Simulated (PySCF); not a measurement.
Al(F)2(Ph), C6H5AlF2, SMILES [F][Al]([F])[c]1ccccc1, PBE0/def2-SVP optimised geometry.

```
14

Al    -2.48     0.01     0.00
F     -3.35     1.42     0.00
F     -3.32    -1.41    -0.01
C     -0.55     0.01     0.00
C      0.15    -1.20    -0.03
C      1.55    -1.22    -0.04
C      2.26    -0.02    -0.02
C      1.57     1.20     0.01
C      0.18     1.21     0.02
H     -0.39    -2.15    -0.05
H      2.08    -2.17    -0.07
H      3.35    -0.03    -0.03
H      2.13     2.14     0.03
H     -0.34     2.17     0.05
```

Density from PBE0/def2-TZVP in PySCF at that geometry.

Minimum of the electron density along straight lines between bonded atoms, close to the bond critical point (lines longer than 1.1 times the sum of covalent radii, or with two minima, are not listed):

```
bond    length / Å  ρ at the minimum / e bohr⁻³  ∇²ρ there / e bohr⁻⁵  position (fraction from the first atom)
------  ----------  ---------------------------  --------------------  ---------------------------------------
Al1–F2       1.657                        0.112                  0.91                                     0.43
Al1–F3       1.657                        0.112                  0.91                                     0.43
Al1–C4       1.921                        0.094                  0.29                                     0.41
C4–C5        1.407                        0.307                 -0.87                                     0.49
C5–C6        1.394                        0.316                 -0.93                                     0.50
C6–C7        1.395                        0.316                 -0.93                                     0.50
C7–C8        1.395                        0.316                 -0.93                                     0.50
C4–C9        1.407                        0.307                 -0.87                                     0.49
C8–C9        1.394                        0.316                 -0.93                                     0.50
C5–H10       1.094                        0.281                 -0.99                                     0.65
C6–H11       1.093                        0.280                 -0.98                                     0.65
C7–H12       1.093                        0.281                 -0.99                                     0.65
C8–H13       1.093                        0.280                 -0.98                                     0.65
C9–H14       1.094                        0.281                 -0.99                                     0.65
```
